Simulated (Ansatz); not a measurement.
`[CH3][Zn][CH]=S`, relaxed with RKS PBE0-D4/def2-TZVP in the Gaussian-basis code of Ansatz from a GFN2-xTB geometry. The force threshold is 0.005 eV/Å; the program also tests the step.

Charge 0, multiplicity 1.

Start:

```xyz
8

C    -0.583   -1.499    0.487
Zn    0.406   -0.172   -0.688
C     0.874    1.822   -0.852
S     0.191    2.588    0.402
H     0.097   -2.016    1.157
H    -1.143   -2.248   -0.061
H    -1.282   -0.926    1.092
H     1.441    2.451   -1.536
```

| step | energy (eV) | largest force (eV/Å) | largest move (Å) |
| --- | --- | --- | --- |
| 1 | -61380.9855 | 0.962 | 0.000 |
| 2 | -61381.1821 | 0.583 | 0.193 |
| 3 | -61381.2855 | 0.286 | 0.193 |
| 4 | -61381.3075 | 0.308 | 0.200 |
| 5 | -61381.3149 | 0.384 | 0.096 |
| 6 (rejected) | -61381.3087 | 0.276 | 0.092 |
| 7 | -61381.3258 | 0.144 | 0.046 |
| 8 | -61381.3263 | 0.096 | 0.018 |
| 9 | -61381.3266 | 0.011 | 0.005 |
| 10 | -61381.3266 | 0.002 | 0.002 |

End:

```xyz
8

C    -0.593   -1.528    0.497
Zn    0.158    0.106   -0.213
C     0.831    1.842   -0.778
S     0.387    3.044    0.217
H     0.165   -2.098    1.040
H    -0.982   -2.159   -0.305
H    -1.411   -1.308    1.186
H     1.444    2.101   -1.645
```

Run time 15 s (4 threads of an Intel Xeon 6975P-C on a shared host); peak host memory 0.48 GiB.
